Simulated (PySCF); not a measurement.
C4H8O2.

```xyz
14

C     -0.6731     1.1298    -0.3463
C      0.6731     1.1298     0.3463
O      1.4399     0.0000     0.0000
C      0.6731    -1.1298    -0.3463
C     -0.6731    -1.1298     0.3463
O     -1.4399     0.0000     0.0000
H     -1.2463     2.0266    -0.0612
H     -0.5191     1.1738    -1.4431
H      1.2463     2.0266     0.0612
H      0.5191     1.1738     1.4431
H      0.5191    -1.1738    -1.4431
H      1.2463    -2.0266    -0.0612
H     -1.2463    -2.0266     0.0612
H     -0.5191    -1.1738     1.4431
```

Geometry: PBE0-D3(BJ)/def2-SVP. Other conformers were not sampled.

These are PBE/pcSseg-1 run with PySCF values and carry that method's errors. Non-relativistic, no solvent.

Task: Give the absolute GIAO shielding of each atom: isotropic value and principal components (ppm). (An estimate is asked for; the answer gives what the named calculation found.)

Result: 
```
atom  σ(iso)    σ11    σ22    σ33   span
----  ------  -----  -----  -----  -----
C1     112.4   89.3   95.1  152.7   63.4
C2     112.4   89.3   95.1  152.7   63.4
O3     308.1  252.1  304.8  367.5  115.4
C4     112.4   89.3   95.1  152.7   63.4
C5     112.4   89.3   95.1  152.7   63.4
O6     308.1  252.1  304.8  367.5  115.4
H7      27.5   23.6   26.3   32.6    9.0
H8      26.7   22.8   25.1   32.1    9.3
H9      27.5   23.6   26.3   32.6    9.0
H10     26.7   22.8   25.1   32.1    9.3
H11     26.7   22.8   25.1   32.1    9.3
H12     27.5   23.6   26.3   32.6    9.0
H13     27.5   23.6   26.3   32.6    9.0
H14     26.7   22.8   25.1   32.1    9.3
```
